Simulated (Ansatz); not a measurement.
`[CH3][GeH2][CH2]S` and `[CH3][GeH2][CH2]N` differ in one atom or group.

Ansatz, PBE0-D4/def2-TZVP geometries, multiplicity 1. Each molecule was computed in one conformer, which needn't be the lowest.

Scalar relativity is left out up to krypton.

```
                               property  `[CH3][GeH2][CH2]S`
HOMO–LUMO gap (ωB97M-V/def2-TZVPP) / eV                10.92
      LUMO energy (PBE/def2-TZVPP) / eV                -0.60
    LUMO energy (B3LYP/def2-TZVPP) / eV                 0.05
   HOMO–LUMO gap (PBE0/def2-TZVPP) / eV                 6.97
  LUMO energy (ωB97M-V/def2-TZVPP) / eV                 2.05
     HOMO energy (PBE0/def2-TZVPP) / eV                -6.67
```

(1) Give the same properties after the change, and the shifts. (Estimate.)

## Answers

(1) The calculation gave: 
```json
{"property": "HOMO–LUMO gap (ωB97M-V/def2-TZVPP) / eV", "`[CH3][GeH2][CH2]N`": "11.51", "shift": "0.59"}
{"property": "LUMO energy (PBE/def2-TZVPP) / eV", "`[CH3][GeH2][CH2]N`": "0.07", "shift": "0.67"}
{"property": "LUMO energy (B3LYP/def2-TZVPP) / eV", "`[CH3][GeH2][CH2]N`": "0.56", "shift": "0.51"}
{"property": "HOMO–LUMO gap (PBE0/def2-TZVPP) / eV", "`[CH3][GeH2][CH2]N`": "7.65", "shift": "0.68"}
{"property": "LUMO energy (ωB97M-V/def2-TZVPP) / eV", "`[CH3][GeH2][CH2]N`": "2.36", "shift": "0.31"}
{"property": "HOMO energy (PBE0/def2-TZVPP) / eV", "`[CH3][GeH2][CH2]N`": "-6.77", "shift": "-0.10"}
```

With PBE0 the HOMO falls by 0.10 eV and the LUMO rises by 0.57 eV, so the gap widens by about 0.67 eV. PBE moves the HOMO by 0.15 eV and ωB97M-V by -0.28 eV.

B3LYP here is the variant with VWN-RPA as its local correlation; programs differ in this.
